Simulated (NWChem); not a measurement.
System: C2H4F2Si; SMILES FC(F)=C[SiH3]

```xyz
9

F      1.2564    -1.0744     0.0000
C     -0.0652    -0.9611     0.0000
F     -0.6111    -2.1697     0.0000
C     -0.7473     0.1939     0.0000
Si     0.0180     1.8994     0.0000
H     -1.8428     0.0803     0.0000
H      1.5153     1.7956     0.0000
H     -0.4289     2.6666    -1.2157
H     -0.4289     2.6666     1.2157
```
Atoms are numbered in this order, from 1.

All runs: NWChem. Pople sets run with spherical d functions. Geometry: optimised at PBE-D3(BJ)/def2-SVP.

**Question.** Predict the results for KT2/6-31G*. Quantities: highest occupied level (eV); orbital gap (eV); dipole (D).

**Answer.** 
```
Property                     Result
---------------------------  ------
highest occupied level (eV)   -6.20
orbital gap (eV)               5.41
dipole (D)                     0.59
```
